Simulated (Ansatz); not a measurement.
Total energies of GaBr₃ from Ansatz at r2SCAN-D4/def2-TZVPD, gas phase (1 Eh = 27.2114 eV = 2625.5 kJ/mol). The reference geometry is relaxed at PBE-D4/def2-SVP.

```
atom   x (Å)   y (Å)   z (Å)
 Ga1   0.000   0.000   0.000
 Br2   0.257   2.069  -0.931
 Br3  -1.464  -1.492  -0.920
 Br4   1.207  -0.577   1.851
```

```
                 state   geometry  energy (Eh)
      charge 0 singlet  reference  -9647.44871
     charge -1 doublet  reference  -9647.48255
free Ga atom (doublet)          –  -1924.78982
free Br atom (doublet)          –  -2574.09289
```

Work out the vertical electron affinity, to the doublet.

E(charge 0 singlet) − E(charge -1 doublet) = -9647.44871 − (-9647.48255) = 0.03384 Eh = 0.92 eV.

What is the binding energy per atom against free atoms?

Atoms: 1 × (-1924.78982) + 3 × (-2574.09289) = -9647.06849 Eh. Binding: -9647.06849 − (-9647.44871) = 0.38022 Eh = 10.35 eV, or 2.59 eV for each of 4 atoms (no zero-point energy, no counterpoise term).

At r2SCAN-D4/def2-TZVPD the highest occupied level of the charge -1 doublet lies above zero (up to 1.13 eV). By energy differences its removal costs 0.92 eV (vertical, to the charge 0 singlet, at r2SCAN-D4/def2-TZVPD); a positive level beside a positive removal energy at the same level points to self-interaction error.
